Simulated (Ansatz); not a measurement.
(BeTe)6 ring (Be6Te6), relaxed as a singlet with RKS r2SCAN-D4/def2-SVP in Ansatz, starting from the GFN2-xTB geometry. Force threshold 0.03 eV/Å.

In the def2 sets Te takes a core potential; there is no spin–orbit coupling.

Start:

Cartesian coordinates in Å:
```
Be -1.923 0.889 2.110
Te -2.834 -0.576 0.710
Be -2.675 -0.581 -1.502
Te -3.067 -1.018 -3.657
Be -1.078 -0.515 -2.779
Te 0.920 0.402 -2.478
Be 2.668 -0.396 -1.371
Te 4.765 -0.774 -0.709
Be 3.033 -0.373 0.642
Te 1.717 -0.361 2.428
Be -0.004 0.983 2.833
Te -1.522 2.322 3.775
```

```
step  energy (eV)  largest force component (eV/Å)  SCF passes
   1  -46189.9363                           1.443          18
   2  -46191.0271                           0.714          25
   3  -46191.5109                           0.243          23
   4  -46191.6454                           0.144          18
   5  -46191.7499                           0.139          18
   6  -46191.8371                           0.185          18
   7  -46191.9150                           0.127          18
   8  -46191.9795                           0.176          18
   9  -46192.0425                           0.123          18
  10  -46192.0913                           0.098          18
  11  -46192.1348                           0.065          18
  12  -46192.1650                           0.110          18
  13  -46192.1829                           0.115          18
  14  -46192.1924                           0.091          18
  15  -46192.2019                           0.111          18
  16  -46192.2067                           0.013          19
  17  -46192.2149                           0.094          18
  18  -46192.2262                           0.273          18
  19  -46192.2398                           0.384          18
  20  -46192.2592                           0.341          18
  21  -46192.2879                           0.208          18
  22  -46192.3096                           0.094          18
  23  -46192.3300                           0.158          18
  24  -46192.3369                           0.189          18
  25  -46192.3445                           0.010          19
```

Force components are those of the run's own axes.

End:

Cartesian coordinates in Å:
```
Be -2.0226 0.1610 1.5106
Te -2.2343 -2.0454 1.2060
Be -2.1029 -1.1539 -0.8577
Te -2.2171 -0.3150 -2.9375
Be -0.3681 0.8172 -2.3535
Te 1.5437 1.9695 -2.0451
Be 2.0228 -0.1490 -1.5114
Te 2.2407 -2.2468 -0.7656
Be 2.1049 -0.9528 1.0728
Te 2.2142 0.2897 2.9396
Be 0.3664 1.2806 2.1359
Te -1.5477 2.3447 1.6059
```

By distances, no bond broke or formed, bridged metal pairs apart. The bond that changes most is Be5–Te6, from 2.22 to 2.25 Å (atoms count from 1). A close non-bonded pair moves further: Be3–Be5, from 2.05 to 3.02 Å. Metal–metal contacts that move far: Be3–Be5 2.05 to 3.02 Å, Be7–Be9 2.05 to 2.71 Å, Be1–Be11 2.05 to 2.71 Å.

The force fell under the threshold at step 16, but the optimiser went on and released 0.138 eV more. No frequencies were taken in this run, so the end may be a saddle point.

It took 1.9 min on 2 threads of AMD EPYC 7R13 on a shared host and a share (18 GiB) of an NVIDIA H100 80GB HBM3, peak host memory 0.92 GiB.
